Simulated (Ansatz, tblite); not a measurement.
Cost and result up the ladder for `C[Si](C)(C)[Si](C)(C)[Si](C)(C)[Si](C)(C)C` (44 atoms). Charge 0, multiplicity 1. Geometry: PBE-D4/def2-SVP.

Cartesian coordinates in Å:
```
C -3.055 2.305 2.299
Si -2.577 0.785 1.260
C -2.827 -0.785 2.305
C -3.702 0.707 -0.271
Si -0.322 0.979 0.596
C -0.180 2.379 -0.697
C 0.738 1.428 2.121
Si 0.460 -1.057 -0.300
C -0.836 -1.808 -1.488
C 0.775 -2.280 1.134
Si 2.473 -0.727 -1.482
C 3.693 0.295 -0.439
C 3.254 -2.418 -1.870
C 2.128 0.182 -3.117
H -2.922 3.243 1.721
H -4.119 2.249 2.615
H -2.431 2.378 3.213
H -3.872 -0.854 2.674
H -2.153 -0.793 3.187
H -2.616 -1.697 1.710
H -3.587 1.617 -0.896
H -3.461 -0.171 -0.905
H -4.770 0.632 0.026
H -0.730 2.122 -1.626
H -0.600 3.329 -0.304
H 0.880 2.564 -0.969
H 0.405 2.390 2.564
H 1.810 1.527 1.851
H 0.655 0.646 2.904
H -1.094 -1.096 -2.299
H -1.771 -2.063 -0.947
H -0.452 -2.737 -1.960
H -0.150 -2.460 1.720
H 1.545 -1.885 1.828
H 1.133 -3.257 0.748
H 3.885 -0.186 0.542
H 3.296 1.313 -0.246
H 4.667 0.405 -0.961
H 4.201 -2.295 -2.439
H 3.486 -2.975 -0.940
H 2.571 -3.044 -2.480
H 1.678 1.179 -2.937
H 3.066 0.329 -3.693
H 1.427 -0.397 -3.752
```

Ansatz on 2 threads of AMD EPYC 7R13 on a shared host and a share (18 GiB) of an NVIDIA H100 80GB HBM3; xTB runs through tblite on one thread. Times are rough, summed over both states, and most runs start from the orbitals of an earlier one. PBE0-D4/def2-TZVP serves as the yardstick here, not as an exact answer. The other state is a doublet.

The xTB rows come from tblite. Single mean-field runs in def2-TZVP are fitted with def2-universal-jkfit.

Raw xTB energies of ions are shifted by several eV.

| level | functions | wall time | vertical IE (eV) | difference from PBE0-D4/def2-TZVP (eV) |
| --- | --- | --- | --- | --- |
| GFN2-xTB | 106 | 0.12 s | 10.58 | 2.98 |
| GFN1-xTB | 136 | 0.17 s | 11.64 | 4.04 |
| PBE-D4/def2-TZVP (with forces) | 638 | 24 s | 7.31 | -0.29 |
| PBE0-D4/def2-TZVP | 638 | 41 s | 7.60 | 0.00 |
